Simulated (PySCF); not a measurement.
F3S, SMILES F[S](F)F (connectivity only; charge and spin as stated), charge -1, multiplicity 1.

Coordinates come from a B3LYP-D3(BJ)/def2-SVPD optimisation. The spin state was assumed, not searched. The isomer is the one that the SMILES or the coordinates give; other isomers of the formula were not compared.

Level of theory: B3LYP-D3(BJ)/def2-SVPD (PySCF).

Frequencies are harmonic and unscaled.

Computed normal modes with their intensities:
| mode | ν (cm⁻¹) | IR (km/mol) | Raman (Å⁴/amu) | depolarisation | moving atoms (share of kinetic energy) |
|---|---|---|---|---|---|
| 1 | 243 | 5.4 | 1.1 | 0.34 | F 77 %, S 23 % |
| 2 | 286 | 9.1 | 0.0 | – | S 52 %, F 48 % |
| 3 | 335 | 24.7 | 0.7 | 0.75 | F 100 % |
| 4 | 420 | 2.5 | 18.1 | 0.48 | F 100 % |
| 5 | 474 | 583.5 | 0.8 | 0.75 | S 61 %, F 39 % |
| 6 | 717 | 98.1 | 11.0 | 0.31 | F 60 %, S 40 % |
